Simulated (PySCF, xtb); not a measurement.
Si(F)(Cl)(Br)(OH) (BrClFHOSi), SMILES O[Si](F)(Cl)Br.

GFN2-xTB in xtb at its own geometry gives an orbital gap of 7.14 eV and a dipole moment of 4.40 D.

The structure is a stationary point at B3LYP-D3(BJ)/def2-SVP. The structure was generated by enumeration, and PubChem lists no compound with its InChIKey, so it may never have been made. One conformer was computed; it need not be the lowest.

What does PBE/def2-TZVP run with PySCF give? (The exact figures need the calculation; the answer reports its results.)

gap 6.36 eV (levels -7.73 and -1.37 eV), dipole 1.70 D.
